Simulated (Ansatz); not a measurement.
Sn₄⁺, relaxed as a doublet with UKS B3LYP-D4/def2-SVP in Ansatz, starting from the GFN1-xTB geometry. Force threshold 0.02 eV/Å.

In the def2 sets Sn takes a core potential; there is no spin–orbit coupling. The relaxation made no stability test and no search for a lower SCF solution. The structure comes from a short search, and lower isomers may exist.

Start:

Cartesian coordinates in Å:
```
Sn -0.983 -0.946 -1.344
Sn 1.345 1.450 -0.546
Sn 1.076 -0.892 0.671
Sn -1.438 0.388 1.220
```

**Question.** Estimate the energy that the relaxation releases and the steps that it takes.

**Answer.** 83.2 kJ/mol, in 16 steps; 58 s on 4 threads of Arm Neoverse V2 on a shared host. No frequencies were taken in this run, so the end may be a saddle point.

**Question.** Does the start keep its bonding?

**Answer.** By distances, no bond broke or formed, bridged metal pairs apart. The bond that changes most is Sn1–Sn2, from 3.44 to 2.93 Å (atoms count from 1). Metal–metal contacts that move far: Sn1–Sn2 3.44 to 2.93 Å. The end is the same structure that another start reached, the lowest one found.

**Question.** Predict the relaxed structure.

**Answer.** 
```xyz
4

Sn   -0.869   -0.039   -1.171
Sn    1.940    0.715   -1.482
Sn    0.869    0.037    1.171
Sn   -1.941   -0.713    1.482
```
Bond lengths (bridged metal pairs left out): 5 × Sn–Sn 2.92 to 2.94 Å.
